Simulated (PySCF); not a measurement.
**Bond length, frequency and bond energy of TeH⁻ by level of theory**

State: ¹Σ⁺ (singlet), closed shell. Set-up: basis Te def2-SVPD with ECP28, H def2-SVPD; scalar-relativistic core potentials; PySCF 2.14. De refers to Te⁻ + H in their high-spin ground configurations, without counterpoise correction. A positive dipole points towards H; it is taken about the centre of mass and depends on that origin.

| Level | Re (Å) | ωe (cm⁻¹) | De (eV) | μ (D) | CPU s a point (SCF and correlation, without the integrals) |
| --- | --- | --- | --- | --- | --- |
| RHF | 1.661 | 2162 | n/a | -0.20 | 0.042 |
| RHF-MP2 | 1.663 | 2129 | n/a | n/a | 0.066 |
| RHF-SCS-MP2 | 1.668 | 2102 | n/a | n/a | n/a |
| RHF-CCSD | 1.673 | 2059 | n/a | n/a | n/a |
| RHF-CCSD(T) | 1.675 | 2045 | n/a | n/a | 0.86 |
| PBE | 1.690 | 1996 | 3.15 | -0.43 | 0.44 |
| PW91 | 1.688 | 1999 | 3.17 | -0.43 | 0.34 |
| TPSS | 1.683 | 2027 | 3.27 | -0.41 | 0.7 |
| r²SCAN | 1.674 | 2064 | 3.12 | -0.36 | 0.67 |
| PBE0 | 1.674 | 2079 | 3.09 | -0.35 | 0.79 |
| M06 | 1.687 | 2036 | 3.19 | -0.40 | 0.68 |

Question: What does a quarter of exact exchange do here, going from PBE to PBE0?

Answer: PBE0 less PBE: -1.6 pm in Re, +4.2 % in ωe, -0.06 eV in De. Exact exchange removes part of the self-interaction that spreads semilocal densities, and in most molecules shortens and stiffens the bond and lowers De; so it does here.

Question: What does the step from GGA to meta-GGA do here, going from PBE to r²SCAN?

Answer: r²SCAN less PBE: -1.6 pm in Re, +3.4 % in ωe, -0.03 eV in De. 

Question: What does second-order correlation do here, going from RHF to RHF-MP2?

Answer: RHF-MP2 less RHF: +0.2 pm in Re, -1.5 % in ωe. Correlation nearly always deepens the well. The bond lengthens, as in strong covalent bonds, where excitations into antibonding orbitals dominate.

Correlated steps freeze 4 core orbitals. These are scalar-relativistic numbers at best; spin–orbit coupling would shift them, the dissociation energy most. For an ion De counts to the pair picked by the measured ionisation energies or electron affinities, which need not be the lowest pair at this level. The highest Kohn–Sham level is positive in this anion. Much of that is self-interaction error, but it also means that the finite basis helps to hold the extra electron.

The whole job (state search and all levels along the bond) took about 1.3 min on 1 thread of Arm Neoverse V1 (shared host), peak memory 0.48 GiB.
